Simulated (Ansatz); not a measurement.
Computed with Ansatz on PBE0-D4/def2-TZVP structures; ΔE is electronic, products minus reactants. CCSD(T)/CBS adds triple-zeta CCSD(T) − MP2 to the extrapolated MP2 energy (def2 sets, frozen cores). This one scheme is used for every species. Double bonds are as drawn, so ΔE can hold a change between cis and trans. DFT in def2-TZVPP. B3LYP here is the variant with VWN-RPA as its local correlation; programs differ in this. Each species was taken in one conformer, which may not be the lowest.

`F/C=C(\[SiH3])CF` + H–F → `F/C=C(\F)CF` + SiH₄  (substitution at a C–Si bond)

`F/C=C(\[SiH3])CF`:

Cartesian coordinates in Å:
```
F -0.682 -0.968 2.162
C 0.276 -0.298 1.505
C 0.142 0.006 0.225
Si -1.401 -0.494 -0.712
C 1.220 0.752 -0.489
F 2.287 1.045 0.338
H 1.120 -0.061 2.141
H -1.556 -1.969 -0.733
H -2.610 0.124 -0.113
H -1.245 -0.002 -2.107
H 1.607 0.165 -1.330
H 0.840 1.699 -0.886
```

H–F:

```xyz
2

F    -0.150   -0.410    0.145
H     0.150    0.410   -0.145
```

`F/C=C(\F)CF`:

```xyz
9

F    -1.115   -1.550    1.706
C    -0.507   -1.109    0.607
C    -0.183    0.163    0.453
F    -0.449    1.075    1.392
C     0.496    0.754   -0.732
F     0.754   -0.213   -1.671
H    -0.300   -1.860   -0.141
H    -0.139    1.524   -1.184
H     1.443    1.216   -0.431
```

SiH₄:

```xyz
5

Si    0.000    0.000    0.000
H    -0.916   -0.947    0.684
H    -0.538    1.379    0.114
H     0.113   -0.370   -1.433
H     1.341   -0.062    0.635
```

```json
{"level": "PBE-D4", "ΔE (kcal/mol)": "20.7", "difference from CCSD(T)/CBS": "-3.8"}
{"level": "r2SCAN-D4", "ΔE (kcal/mol)": "20.6", "difference from CCSD(T)/CBS": "-3.9"}
{"level": "PBE0-D4", "ΔE (kcal/mol)": "21.6", "difference from CCSD(T)/CBS": "-2.9"}
{"level": "B3LYP-D4", "ΔE (kcal/mol)": "20.3", "difference from CCSD(T)/CBS": "-4.2"}
{"level": "ωB97X-V", "ΔE (kcal/mol)": "19.9", "difference from CCSD(T)/CBS": "-4.6"}
{"level": "ωB97M-V", "ΔE (kcal/mol)": "21.2", "difference from CCSD(T)/CBS": "-3.3"}
{"level": "B2PLYP", "ΔE (kcal/mol)": "20.8", "difference from CCSD(T)/CBS": "-3.7"}
{"level": "PBE", "ΔE (kcal/mol)": "19.2", "difference from CCSD(T)/CBS": "-5.3"}
{"level": "r2SCAN", "ΔE (kcal/mol)": "20.1", "difference from CCSD(T)/CBS": "-4.4"}
{"level": "PBE0", "ΔE (kcal/mol)": "20.2", "difference from CCSD(T)/CBS": "-4.3"}
{"level": "B3LYP", "ΔE (kcal/mol)": "17.8", "difference from CCSD(T)/CBS": "-6.7"}
{"level": "HF/def2-TZVPP", "ΔE (kcal/mol)": "16.5", "difference from CCSD(T)/CBS": "-8.0"}
{"level": "MP2/def2-TZVPP", "ΔE (kcal/mol)": "26.3", "difference from CCSD(T)/CBS": "1.8"}
{"level": "SCS-MP2/def2-TZVPP", "ΔE (kcal/mol)": "23.4", "difference from CCSD(T)/CBS": "-1.1"}
{"level": "CCSD/def2-TZVPP", "ΔE (kcal/mol)": "22.1", "difference from CCSD(T)/CBS": "-2.4"}
{"level": "CCSD(T)/def2-TZVPP", "ΔE (kcal/mol)": "22.8", "difference from CCSD(T)/CBS": "-1.7"}
{"level": "HF/def2-QZVPP", "ΔE (kcal/mol)": "16.5", "difference from CCSD(T)/CBS": "-8.0"}
{"level": "MP2/def2-QZVPP", "ΔE (kcal/mol)": "27.3", "difference from CCSD(T)/CBS": "2.8"}
{"level": "SCS-MP2/def2-QZVPP", "ΔE (kcal/mol)": "24.4", "difference from CCSD(T)/CBS": "-0.1"}
{"level": "HF/CBS(def2)", "ΔE (kcal/mol)": "16.5", "difference from CCSD(T)/CBS": "-8.0"}
{"level": "MP2/CBS(def2)", "ΔE (kcal/mol)": "28.0", "difference from CCSD(T)/CBS": "3.5"}
{"level": "CCSD/CBS(def2)", "ΔE (kcal/mol)": "23.7", "difference from CCSD(T)/CBS": "-0.8"}
{"level": "CCSD(T)/CBS", "ΔE (kcal/mol)": "24.5", "difference from CCSD(T)/CBS": "0"}
```

Largest T1 diagnostic among the species: 0.012.

In def2-TZVPP, CCSD(T) changes the Hartree–Fock value by +6.4 kcal/mol (the triples alone add +0.8 kcal/mol) and MP2 by +9.9 kcal/mol. The D4 term adds +2.5 kcal/mol with B3LYP and +1.4 kcal/mol with PBE0; it sums over pairs of atoms, weighted by their polarisabilities, and B3LYP, whose exchange is more repulsive, gets the larger term. From PBE to PBE0 (25 % exact exchange), in def2-TZVPP and without D4, ΔE moves by +1.0 kcal/mol.
